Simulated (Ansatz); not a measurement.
C6H15ClSi⁺, that is SiClEt3 with one electron fewer. The state is a doublet with charge 1. Geometry r2SCAN-D4/def2-SVP; atoms count from 1.

```
atom    x (Å)    y (Å)    z (Å)
 Si1   0.3648   0.0283  -0.1783
 Cl2   1.4587  -0.1454  -1.8989
  C3  -1.5866  -0.4592  -0.7990
  C4  -1.7225  -1.8582  -1.2637
  H5  -1.6131   0.3323  -1.5684
  H6  -2.1032  -0.1831   0.1352
  H7  -2.7673  -1.9653  -1.6394
  H8  -1.0689  -2.1026  -2.1139
  H9  -1.6167  -2.6022  -0.4606
 C10   0.2067   1.7964   0.3775
 C11  -0.2733   2.8175  -0.6524
 H12   1.2397   2.0379   0.7072
 H13  -0.4137   1.8035   1.2930
 H14  -0.1999   3.8356  -0.2410
 H15   0.3331   2.7868  -1.5701
 H16  -1.3297   2.6617  -0.9241
 C17   0.7738  -1.3155   1.0569
 C18   2.1283  -0.9995   1.7156
 H19   0.8001  -2.2813   0.5249
 H20  -0.0382  -1.3669   1.8039
 H21   2.3721  -1.8117   2.4216
 H22   2.9460  -0.9461   0.9807
 H23   2.1098  -0.0627   2.2933
```

(1) Estimate the Mulliken populations from the PBE0/def2-TZVP orbitals of Ansatz.

(2) Where does the spin sit?

(3) And the Mayer bond orders between heavy atoms (over 0.3)?

## Answers

(1) 
| atom | charge (e) | spin (α − β) |
| --- | --- | --- |
| Si1 | 0.34 | 0.14 |
| Cl2 | -0.09 | 0.07 |
| C3 | -0.20 | 0.51 |
| C4 | -0.38 | 0.00 |
| H5 | 0.20 | 0.01 |
| H6 | 0.20 | 0.00 |
| H7 | 0.21 | 0.08 |
| H8 | 0.19 | 0.01 |
| H9 | 0.18 | 0.01 |
| C10 | -0.26 | 0.05 |
| C11 | -0.40 | 0.00 |
| H12 | 0.18 | 0.02 |
| H13 | 0.17 | 0.00 |
| H14 | 0.18 | 0.00 |
| H15 | 0.16 | 0.00 |
| H16 | 0.14 | 0.00 |
| C17 | -0.26 | 0.07 |
| C18 | -0.40 | 0.02 |
| H19 | 0.17 | 0.00 |
| H20 | 0.16 | 0.00 |
| H21 | 0.18 | 0.02 |
| H22 | 0.17 | 0.00 |
| H23 | 0.16 | 0.00 |
Mulliken values depend strongly on the basis.

(2) Summed by element: Si 0.14, Cl 0.07, C 0.65, H 0.14, of 1 unpaired in all. Largest on single atoms: C3 0.51, Si1 0.14, H7 0.08.

(3) Si1–Cl2 1.30 (2.05 Å); Si1–C3 0.58 (2.11 Å); Si1–C10 1.03 (1.86 Å); Si1–C17 1.00 (1.87 Å); C3–C4 1.09 (1.48 Å); C10–C11 0.98 (1.53 Å); C17–C18 0.97 (1.54 Å).
